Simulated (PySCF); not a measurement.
TDDFT excited states: CH3F6NSi2

Compound: (F3Si)2NMe, CH3F6NSi2.
Bonds: Si1–F2, Si1–F3, Si1–F4, Si1–N5, N5–C6, N5–Si7, Si7–F8, Si7–F9, Si7–F10. Hydrogens: H11, H12, H13 on C6.

Level of theory: TDDFT wB97X-D/def2-SVPD, vertical, gas phase, core orbitals frozen in the response (PySCF 2.14.0, density-fitted response routines). Isolated species at its PBE0-D3(BJ)/def2-SVP geometry, gas phase.

```
state  E (eV)  λ (nm)  ν̃ (cm⁻¹)       f  main configurations (H = HOMO, L = LUMO)
   S1    7.76   159.8      62590  0.0058                                 H→L (86%)
   S2    8.26   150.0      66660   0.011                               H→L+1 (74%)
   S3    9.15   135.5      73820  0.0044                  H→L+2 (77%), H→L+3 (11%)
   S4    9.40   131.8      75850   0.032                   H→L+3 (76%), H→L+2 (9%)
   S5    9.73   127.4      78490   0.076                  H→L+4 (51%), H→L+5 (33%)
   S6   10.01   123.9      80710   0.060                  H→L+5 (45%), H→L+4 (38%)
   S7   10.17   121.9      82010   0.011                 H-1→L (81%), H-1→L+1 (9%)
   S8   10.33   120.0      83340   0.027                               H→L+7 (57%)
   S9   10.55   117.5      85130  0.0016                               H→L+6 (70%)
  S10   10.85   114.3      87480   0.076                             H-1→L+1 (78%)
```

Triplets (Tamm–Dancoff): T1 7.48 eV, H→L (83%); T2 7.99 eV, H→L+1 (78%); T3 8.95 eV, H→L+3 (50%), H→L+2 (30%); T4 9.14 eV, H→L+2 (48%), H→L+3 (20%).

The lowest singlet comes at 160 nm (749 kJ/mol) in the vacuum ultraviolet; it is weak; its leading configuration is HOMO→LUMO (86%). The largest oscillator strength of a single state is 0.076. Löwdin shares by element: HOMO nitrogen 57%, carbon 14%, hydrogen 7% or more, silicon 4% or more (atoms not listed hold the other 18%); LUMO silicon 51%, carbon 9%, nitrogen 7% (atoms not listed hold the other 33%). The listed states span 3.09 eV, and the widest gap between neighbours is 0.89 eV (S2 to S3). Of the 10 states listed, 7 reach f = 0.01 and none stays under 0.0005. Weighted by f, the mean energy of these states is 10.01 eV. The window holds the lowest 10 singlets.
